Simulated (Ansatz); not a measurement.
Consider the atomization: `[GeH3][O][GeH3]` → 2 Ge• + 6 H• + O•.

Calculated with Ansatz (gas phase, PBE0-D4/def2-TZVP geometries, no zero-point term in ΔE). CCSD(T)/CBS is the MP2 limit (def2-TZVPP, def2-QZVPP) plus CCSD(T) − MP2 in def2-TZVPP, frozen cores. This one scheme is used for every species, atoms too. Functionals use def2-TZVPP. B3LYP here is the variant with VWN-RPA as its local correlation; programs differ in this. HSE06 is defined as in plane-wave codes. Open shells (•) are unrestricted, without spin–orbit coupling. Spin–orbit coupling would lower the free atoms: a little for O; clearly for Ge. Bonds to Ge are less sure, by a few kJ/mol each and by 10 to 20 or more in all where they break to atoms, as the def2 sets lack core-valence functions. Scalar relativity is left out up to krypton.

```csv
level,ΔE (kJ/mol),difference from CCSD(T)/CBS
LDA (SPW92),2874.6,306.2
PBE-D4,2512.4,-56.0
B3LYP-D4,2523.7,-44.7
r2SCANh-D4,2530.0,-38.4
B2PLYP,2510.9,-57.5
PBE,2496.4,-72.0
BLYP,2468.4,-100.0
HSE06,2475.4,-93.0
CAM-B3LYP,2536.3,-32.1
SCS-MP2/def2-TZVPP,2531.4,-37.0
CCSD(T)/CBS,2568.4,0
```

Largest T1 diagnostic among the species: 0.012.

The D4 term adds +26.1 kJ/mol with B3LYP and +13.6 kJ/mol with PBE0; it sums over pairs of atoms, weighted by their polarisabilities, and B3LYP, whose exchange is more repulsive, gets the larger term. From BLYP to BHLYP (50 % exact exchange), in def2-TZVPP and without D4, ΔE moves by −11.3 kJ/mol: exact exchange takes away binding that semilocal exchange gives to molecules. In def2-TZVPP, CCSD(T) changes the Hartree–Fock value by +693.5 kJ/mol (the triples alone add +30.4 kJ/mol) and MP2 by +681.0 kJ/mol; breaking electron pairs costs correlation energy, which Hartree–Fock lacks.

For atomizations the MP2-based limit and the directly extrapolated one differ by several kJ/mol either way, and by 10 to 25 for some Ge, Se and Sn compounds, so smaller differences from it don't rank the levels.
